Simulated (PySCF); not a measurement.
F4Hf (SMILES [F][Hf]([F])([F])[F]), singlet, geometry from GFN2-xTB (such geometries of metal compounds can be far from the true shape) (core potentials on Hf). Base run: PySCF with TPSS/def2-SVP.

PySCF was given this input:
```python
from pyscf import gto, scf, dft

mol = gto.Mole()
mol.atom = '''
    Hf   -0.000000    0.000000    0.000000
    F     1.205187    0.854949   -1.064829
    F     0.873966   -1.170589    1.087741
    F    -1.190075   -0.908014   -1.037548
    F    -0.889078    1.223654    1.014636
'''
mol.basis = 'def2-svp'
mol.ecp = {'Hf': 'def2-svp'}
mol.charge = 0
mol.spin = 0
mol.verbose = 4
mol.build()

mf = dft.RKS(mol)
mf.xc = 'tpss'
mf.kernel()
```

Each row names what was changed in the base input (with any setting that the change needs).

```json
[
 {"change": "base", "ΔE vs base (µEh)": "0.0", "grid points": "80840", "electrons on the grid": "47.99991"},
 {"change": "grids.level = 5", "ΔE vs base (µEh)": "-86.1", "grid points": "225968", "electrons on the grid": "48.00000"},
 {"change": "grids.atom_grid = (50, 194)", "ΔE vs base (µEh)": "1093", "grid points": "32712", "electrons on the grid": "48.00056"},
 {"change": "small_rho_cutoff = 0", "ΔE vs base (µEh)": "0.0", "grid points": "80840", "electrons on the grid": "47.99991"},
 {"change": "grids.level = 2", "ΔE vs base (µEh)": "-239", "grid points": "61792", "electrons on the grid": "48.00002"},
 {"change": "grids.radi_method = delley", "ΔE vs base (µEh)": "2.1", "grid points": "82584", "electrons on the grid": "47.99991"},
 {"change": "grids.becke_scheme = stratmann", "ΔE vs base (µEh)": "-55.9", "grid points": "80840", "electrons on the grid": "47.99999"},
 {"change": "grids.radi_method = mura_knowles", "ΔE vs base (µEh)": "2.5", "grid points": "75056", "electrons on the grid": "47.99991"},
 {"change": "grids.prune = off", "ΔE vs base (µEh)": "0.4", "grid points": "134000", "electrons on the grid": "47.99991"},
 {"change": "grids.atom_grid = (75, 302)", "ΔE vs base (µEh)": "-270", "grid points": "70520", "electrons on the grid": "48.00002"},
 {"change": "grids.level = 4", "ΔE vs base (µEh)": "-73.5", "grid points": "149800", "electrons on the grid": "48.00000"}
]
```
